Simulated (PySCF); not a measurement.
Ge (germanium, neutral): UHF calculation

Configuration: [Ar] 3d10 4s2 4p1 5s1, high-spin 3P determinant (an excited configuration). Computed with PySCF 2.14 in aug-cc-pVTZ-DK (7s6p4d2f, 59 functions), with the spin-free X2C one-electron Hamiltonian (Gaussian nucleus).

- Total energy: -2096.886509 hartree
- One-electron energy: -2917.7584 hartree
- Hartree (Coulomb) energy: 899.3349 hartree
- Exchange energy: -78.4631 hartree
- ⟨S²⟩: 2.0100
- ⟨L²⟩: 2.039
- Sum of ⟨r⟩: 27.04 bohr
- Sum of ⟨r²⟩: 71.51 bohr²
- Traceless quadrupole moment −½Σ⟨3z² − r²⟩ along its main axis: -2.14 e·bohr²
- Langevin diamagnetic susceptibility: -56.6 ×10⁻⁶ cm³/mol

```json
{"shell": "1s α", "electrons": "1", "mean orbital energy (hartree)": "-410.97484", "spread (hartree)": "0", "rms radius, mean of both spins (bohr)": "0.0542"}
{"shell": "1s β", "electrons": "1", "mean orbital energy (hartree)": "-410.97204", "spread (hartree)": "0", "rms radius, mean of both spins (bohr)": "0.0542"}
{"shell": "2s α", "electrons": "1", "mean orbital energy (hartree)": "-53.59096", "spread (hartree)": "0", "rms radius, mean of both spins (bohr)": "0.227"}
{"shell": "2s β", "electrons": "1", "mean orbital energy (hartree)": "-53.58973", "spread (hartree)": "0", "rms radius, mean of both spins (bohr)": "0.227"}
{"shell": "2p α", "electrons": "3", "mean orbital energy (hartree)": "-46.68394", "spread (hartree)": "0.00111", "rms radius, mean of both spins (bohr)": "0.203"}
{"shell": "2p β", "electrons": "3", "mean orbital energy (hartree)": "-46.68172", "spread (hartree)": "0.00461", "rms radius, mean of both spins (bohr)": "0.203"}
{"shell": "3s α", "electrons": "1", "mean orbital energy (hartree)": "-7.56627", "spread (hartree)": "0", "rms radius, mean of both spins (bohr)": "0.668"}
{"shell": "3s β", "electrons": "1", "mean orbital energy (hartree)": "-7.56070", "spread (hartree)": "0", "rms radius, mean of both spins (bohr)": "0.668"}
{"shell": "3p α", "electrons": "3", "mean orbital energy (hartree)": "-5.36927", "spread (hartree)": "0.00057", "rms radius, mean of both spins (bohr)": "0.701"}
{"shell": "3p β", "electrons": "3", "mean orbital energy (hartree)": "-5.36318", "spread (hartree)": "0.01684", "rms radius, mean of both spins (bohr)": "0.701"}
{"shell": "3d α", "electrons": "5", "mean orbital energy (hartree)": "-1.75923", "spread (hartree)": "0.01098", "rms radius, mean of both spins (bohr)": "0.813"}
{"shell": "3d β", "electrons": "5", "mean orbital energy (hartree)": "-1.75608", "spread (hartree)": "0.01731", "rms radius, mean of both spins (bohr)": "0.813"}
{"shell": "4s α", "electrons": "1", "mean orbital energy (hartree)": "-0.73546", "spread (hartree)": "0", "rms radius, mean of both spins (bohr)": "2.24"}
{"shell": "4s β", "electrons": "1", "mean orbital energy (hartree)": "-0.64469", "spread (hartree)": "0", "rms radius, mean of both spins (bohr)": "2.24"}
{"shell": "4p α", "electrons": "1", "mean orbital energy (hartree)": "-0.40145", "spread (hartree)": "0", "rms radius, mean of both spins (bohr)": "2.86"}
{"shell": "5s α", "electrons": "1", "mean orbital energy (hartree)": "-0.10758", "spread (hartree)": "0", "rms radius, mean of both spins (bohr)": "6.52"}
```

The outer electron is Rydberg-like, and this basis confines it to a smaller radius and binds it less than a complete one would.

Densities and radii are taken from the X2C orbitals without a picture-change correction, which distorts them close to the nucleus.

Spin-orbit constants ζ (cm⁻¹) from the X2C one-electron operator on these orbitals: bare nucleus, nucleus screened by l(l+1)(2l+1)/3 electrons, and screened by the Breit-Pauli mean field of the electrons.

```json
{"shell": "2p", "bare": "177600", "screened nucleus": "166500", "mean field": "161500"}
{"shell": "3p", "bare": "23610", "screened nucleus": "22130", "mean field": "21330"}
{"shell": "3d", "bare": "2612", "screened nucleus": "1796", "mean field": "1657"}
{"shell": "4p", "bare": "1106", "screened nucleus": "1037", "mean field": "989.9"}
```

To first order the Landé constant is A = 495.0 cm⁻¹, so the lowest level has J = 0 and lies 0.123 eV below the centre of the term. This holds in LS coupling only.
